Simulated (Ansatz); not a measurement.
Cs₂I (the lowest doublet isomer of a short search). The state is a doublet with charge 0. Geometry PBE-D4/def2-TZVP, basis def2-TZVP, Ansatz.

Cartesian coordinates in Å:
```
Cs -1.005 2.356 0.013
Cs -0.739 -2.452 -0.039
I 1.744 0.096 0.025
```

| run | HOMO (eV) | LUMO (eV) |
| --- | --- | --- |
| A | -3.24 | -0.40 |
| B | -3.65 | -0.10 |
| C | -3.30 | -0.08 |
| D | -2.31 | -1.34 |
| E | -2.16 | -1.40 |
| F | -2.54 | -1.19 |

In the def2 sets Cs, I take a core potential; there is no spin–orbit coupling. LC-ωPBE has ω = 0.4 bohr⁻¹. The structure comes from a short search, and lower isomers may exist.

HOMO and LUMO are taken over both spins.

Question: The runs used HF, LC-ωPBE, PBE0, r2SCAN, r2SCANh, ωB97M-V. Estimate which is which.

Answer: A ωB97M-V (range-separated); B LC-ωPBE (range-separated); C HF (100 % exact exchange); D r2SCANh (10 % exact exchange); E r2SCAN (0 % exact exchange); F PBE0 (25 % exact exchange). Exact exchange lowers occupied and raises empty levels; among semilocal functionals meta-GGAs tend to open the gap a little, and such runs are hard to tell apart. The gap grows from 0.76 eV (r2SCAN) to 3.55 eV (LC-ωPBE).
